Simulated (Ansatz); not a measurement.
Breaking the Ga1–H2 bond in GaH4N (SMILES [NH2][GaH2]) (multiplicity 1 held, fragments rigid). Energies count from the point at 1.562 Å.
Geometry at that point (charge 0, multiplicity 1):
```xyz
6

Ga     0.00715    -0.17520    -0.34210
H     -1.29161    -0.07692    -1.20360
H      1.33186    -0.90945    -0.72241
N     -0.02677     0.65596     1.28085
H     -0.82047     1.16143     1.63888
H      0.74597     0.66434     1.92619
```

Restricted levels (R-, RO-) in cc, def2 and unpolarised 6-31G sets keep to the state of the molecule at rest. U- levels take the lowest unrestricted solution at each point, which mixes spins at long bonds. Active spaces are followed from a long bond inwards. Curves can end on different states.

Frozen-core correlation. Filled d and f shells under p-block atoms count as core.

The values were computed with Ansatz (a quantum-chemistry and plane-wave program) with Gaussian orbitals. 

Energies in kcal/mol.

```json
[
 {"R (Å)": "1.249", "U-SCS-MP2/cc-pVDZ": "29.0", "R-CCSDT(Q)/cc-pVDZ": "29.3", "CASSCF(2,2)/cc-pVDZ": "30.5", "SC-NEVPT2 on CASSCF(2,2)/cc-pVDZ": "29.5", "FIC-MRCISD on CASSCF(2,2)/cc-pVDZ": "29.2", "FIC-MRCISD+Q on CASSCF(2,2)/cc-pVDZ": "29.1"},
 {"R (Å)": "1.405", "U-SCS-MP2/cc-pVDZ": "6.1", "R-CCSDT(Q)/cc-pVDZ": "6.3", "CASSCF(2,2)/cc-pVDZ": "7.0", "SC-NEVPT2 on CASSCF(2,2)/cc-pVDZ": "6.5", "FIC-MRCISD on CASSCF(2,2)/cc-pVDZ": "6.3", "FIC-MRCISD+Q on CASSCF(2,2)/cc-pVDZ": "6.2"},
 {"R (Å)": "1.562", "U-SCS-MP2/cc-pVDZ": "0.0", "R-CCSDT(Q)/cc-pVDZ": "0.0", "CASSCF(2,2)/cc-pVDZ": "0.0", "SC-NEVPT2 on CASSCF(2,2)/cc-pVDZ": "0.0", "FIC-MRCISD on CASSCF(2,2)/cc-pVDZ": "0.0", "FIC-MRCISD+Q on CASSCF(2,2)/cc-pVDZ": "0.0"},
 {"R (Å)": "1.718", "U-SCS-MP2/cc-pVDZ": "2.9", "R-CCSDT(Q)/cc-pVDZ": "2.5", "CASSCF(2,2)/cc-pVDZ": "1.7", "SC-NEVPT2 on CASSCF(2,2)/cc-pVDZ": "2.2", "FIC-MRCISD on CASSCF(2,2)/cc-pVDZ": "2.5", "FIC-MRCISD+Q on CASSCF(2,2)/cc-pVDZ": "2.6"},
 {"R (Å)": "1.874", "U-SCS-MP2/cc-pVDZ": "10.4", "R-CCSDT(Q)/cc-pVDZ": "9.6", "CASSCF(2,2)/cc-pVDZ": "7.9", "SC-NEVPT2 on CASSCF(2,2)/cc-pVDZ": "8.8", "FIC-MRCISD on CASSCF(2,2)/cc-pVDZ": "9.5", "FIC-MRCISD+Q on CASSCF(2,2)/cc-pVDZ": "9.7"},
 {"R (Å)": "2.108", "U-SCS-MP2/cc-pVDZ": "25.5", "R-CCSDT(Q)/cc-pVDZ": "23.5", "CASSCF(2,2)/cc-pVDZ": "20.6", "SC-NEVPT2 on CASSCF(2,2)/cc-pVDZ": "22.2", "FIC-MRCISD on CASSCF(2,2)/cc-pVDZ": "23.4", "FIC-MRCISD+Q on CASSCF(2,2)/cc-pVDZ": "23.7"},
 {"R (Å)": "2.342", "U-SCS-MP2/cc-pVDZ": "45.8", "R-CCSDT(Q)/cc-pVDZ": "37.8", "CASSCF(2,2)/cc-pVDZ": "33.7", "SC-NEVPT2 on CASSCF(2,2)/cc-pVDZ": "35.9", "FIC-MRCISD on CASSCF(2,2)/cc-pVDZ": "37.6", "FIC-MRCISD+Q on CASSCF(2,2)/cc-pVDZ": "38.1"},
 {"R (Å)": "2.733", "U-SCS-MP2/cc-pVDZ": "69.2", "R-CCSDT(Q)/cc-pVDZ": "57.6", "CASSCF(2,2)/cc-pVDZ": "52.1", "SC-NEVPT2 on CASSCF(2,2)/cc-pVDZ": "55.0", "FIC-MRCISD on CASSCF(2,2)/cc-pVDZ": "57.2", "FIC-MRCISD+Q on CASSCF(2,2)/cc-pVDZ": "57.8"},
 {"R (Å)": "3.123", "U-SCS-MP2/cc-pVDZ": "77.0", "R-CCSDT(Q)/cc-pVDZ": "70.3", "CASSCF(2,2)/cc-pVDZ": "64.1", "SC-NEVPT2 on CASSCF(2,2)/cc-pVDZ": "67.4", "FIC-MRCISD on CASSCF(2,2)/cc-pVDZ": "69.9", "FIC-MRCISD+Q on CASSCF(2,2)/cc-pVDZ": "70.6"},
 {"R (Å)": "3.592", "U-SCS-MP2/cc-pVDZ": "80.0", "R-CCSDT(Q)/cc-pVDZ": "77.8", "CASSCF(2,2)/cc-pVDZ": "71.4", "SC-NEVPT2 on CASSCF(2,2)/cc-pVDZ": "74.9", "FIC-MRCISD on CASSCF(2,2)/cc-pVDZ": "77.5", "FIC-MRCISD+Q on CASSCF(2,2)/cc-pVDZ": "78.2"},
 {"R (Å)": "4.216", "U-SCS-MP2/cc-pVDZ": "81.0", "R-CCSDT(Q)/cc-pVDZ": "80.9", "CASSCF(2,2)/cc-pVDZ": "74.5", "SC-NEVPT2 on CASSCF(2,2)/cc-pVDZ": "78.1", "FIC-MRCISD on CASSCF(2,2)/cc-pVDZ": "80.8", "FIC-MRCISD+Q on CASSCF(2,2)/cc-pVDZ": "81.5"},
 {"R (Å)": "4.997", "U-SCS-MP2/cc-pVDZ": "81.2", "R-CCSDT(Q)/cc-pVDZ": "81.5", "CASSCF(2,2)/cc-pVDZ": "75.2", "SC-NEVPT2 on CASSCF(2,2)/cc-pVDZ": "78.9", "FIC-MRCISD on CASSCF(2,2)/cc-pVDZ": "81.6", "FIC-MRCISD+Q on CASSCF(2,2)/cc-pVDZ": "82.3"}
]
```

Doubts at one or more of the structures used: a spin-contaminated determinant (U-SCS-MP2/cc-pVDZ); a restricted determinant that unrestricted orbitals would lower (R-CCSDT(Q)/cc-pVDZ); other coupled-cluster roots lie near (R-CCSDT(Q)/cc-pVDZ); T1 above 0.05 (R-CCSDT(Q)/cc-pVDZ).
